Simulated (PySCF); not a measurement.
Species: C3H8F2O2Si.
Structure used (GFN2-xTB), in Å, numbered top down from 1:
```xyz
16
C3H8F2O2Si angstrom
C      2.4224   -1.1379    0.3126
O      1.5992    0.0040    0.3494
Si     0.1996    0.2825   -0.3769
F      0.3795    0.1841   -1.9856
C     -0.2182    2.0909    0.0484
F     -1.5882    2.2905    0.0071
O     -0.8937   -0.8095    0.0632
C     -2.2694   -0.9195   -0.2318
H      3.3127   -0.9159    0.8998
H      2.7056   -1.3689   -0.7147
H      1.9008   -1.9935    0.7411
H      0.0980    2.3702    1.0547
H      0.2096    2.8015   -0.6607
H     -2.6709   -1.7154    0.3946
H     -2.7849    0.0159   -0.0155
H     -2.4097   -1.1701   -1.2840
```

The calculation used PySCF 2.14.0, density-fitted response routines, TDDFT CAM-B3LYP/def2-SVPD, vertical, gas phase, core orbitals frozen in the response.

Frontier orbitals with the atoms that hold most of them (Löwdin shares over 4%, at most four atoms; ? is withheld):

| orbital | ε (eV) | atoms |
| --- | --- | --- |
| LUMO+2 | 1.86 | C5 11%, H13 9%, C8 8%, O2 8% |
| LUMO+1 | 1.50 | C1 16%, F6 10%, O2 10%, C8 9% |
| LUMO | 0.97 | ? |
| HOMO | ? | O7 32%, C5 16%, F6 12%, Si3 9% |
| HOMO-1 | -10.32 | ? |
| HOMO-2 | -10.65 | O7 31%, O2 20%, C8 11%, C1 7% |
| HOMO-3 | -10.90 | O2 51%, C1 18%, H9 9%, Si3 4% |

(1) Give the leading atoms of the HOMO-1.

(2) Which atoms hold the LUMO, and with what shares?

(3) What is the HOMO energy, and the HOMO–LUMO gap?

Answers

(1) O2 (bonded to C and Si) 36%; O7 (bonded to C and Si) 18%; C1 (bonded to O and 3 H) 10%; C5 (bonded to F, Si and 2 H) 5%. By element: oxygen 54%, carbon 14% or more.

(2) Si3 (bonded to C, F and 2 O) 27%; C5 (bonded to F, Si and 2 H) 10%; C1 (bonded to O and 3 H) 10%; C8 (bonded to O and 3 H) 10%. By element: carbon 30%, silicon 27%.

(3) ε(HOMO) = -9.95 eV; the gap is 10.92 eV (0.4012 hartree).

**Question.** The HOMO–LUMO gap is 10.92 eV. Where does the response calculation put the lowest singlet, and from which orbitals?

**Answer.** S1 is at 7.70 eV (f = 0.019), 3.21 eV below the gap, made of HOMO→LUMO (60%), HOMO→LUMO+1 (18%). 

Next come S2 at 8.14 eV (f 0.0066), HOMO-1→LUMO (56%), HOMO→LUMO (11%); S3 at 8.40 eV (f 0.0033), HOMO-2→LUMO (53%), HOMO-1→LUMO+1 (27%); S4 at 8.55 eV (f 0.031), HOMO→LUMO+1 (24%), HOMO-1→LUMO (20%), HOMO→LUMO (15%); S5 at 8.79 eV (f 0.0011), HOMO-3→LUMO (61%), HOMO-3→LUMO+1 (25%).

One conformer stands for the species.
